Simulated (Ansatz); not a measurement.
Consider the cleavage of the Ga–Si bond: `[NH2][GaH][SiH2]O` + H₂Se → `[NH2][GaH][SeH]` + `O[SiH3]`.

Calculated with Ansatz (gas phase, PBE0-D4/def2-TZVP geometries, no zero-point term in ΔE). CCSD(T)/CBS is the MP2 limit (def2-TZVPP, def2-QZVPP) plus CCSD(T) − MP2 in def2-TZVPP, frozen cores. Functionals use def2-TZVPP. For Ga, Se outer-core shells are correlated without core-valence functions, which leaves a few kJ/mol of doubt a bond. Scalar relativity is left out up to krypton. Each species was taken in one conformer, which may not be the lowest.

```csv
level,ΔE (kJ/mol)
r2SCAN,-97.4
HF/def2-TZVPP,-116.9
```

(1) What does CCSD(T)/CBS give? (Estimate.)

Largest T1 diagnostic among the species: 0.014.

Results:

(1) Ansatz gave: -99.3 kJ/mol. The listed levels differ from it by 1.9, -17.6 kJ/mol.

From PBE to PBE0 (25 % exact exchange), in def2-TZVPP and without D4, ΔE moves by −7.8 kJ/mol. In def2-TZVPP, CCSD(T) changes the Hartree–Fock value by +17.5 kJ/mol (the triples alone add +1.2 kJ/mol) and MP2 by +7.8 kJ/mol.
